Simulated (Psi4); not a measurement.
cyclohexane (C6H12), singlet, geometry from GFN2-xTB. Base run: HF/STO-3G run with Psi4.

Input for Psi4:
```
memory 2 GB

molecule mol {
0 1
  C    -0.661974    1.122977   -0.673664
  C     0.754076    1.252992   -0.120377
  C     1.457871   -0.100801   -0.132521
  C     0.661974   -1.122977    0.673664
  C    -0.754076   -1.252992    0.120377
  C    -1.457871    0.100801    0.132521
  H    -0.614164    0.802162   -1.717117
  H    -1.163807    2.092742   -0.644689
  H     1.321419    1.973197   -0.714133
  H     0.708339    1.627269    0.905209
  H     1.553380   -0.449152   -1.163797
  H     2.463833   -0.001480    0.281356
  H     1.163807   -2.092742    0.644689
  H     0.614164   -0.802162    1.717117
  H    -1.321419   -1.973197    0.714133
  H    -0.708339   -1.627269   -0.905209
  H    -1.553380    0.449152    1.163797
  H    -2.463833    0.001480   -0.281356
}

set basis sto-3g
set reference rhf

energy('scf')
print_variables()
```

The base run was repeated with changes; each row names its change, and settings that it needs were set with it.

```json
[
 {"change": "base", "basis functions": "42", "E (Eh)": "-231.48128"},
 {"change": "basis = cc-pVDZ-DK; relativity = none (with scf_type pk)", "basis functions": "144", "E (Eh)": "-234.21749"},
 {"change": "basis = cc-pVDZ-DK; relativity = spin-free X2C (with scf_type pk)", "basis functions": "144", "E (Eh)": "-234.31037"}
]
```

Total energies compare only within one method and basis.

Basis sets contracted for a relativistic Hamiltonian are a mismatch without it, so the rows without relativity aren't non-relativistic limits. No row has spin-orbit coupling; sets with core potentials leave out the core electrons.
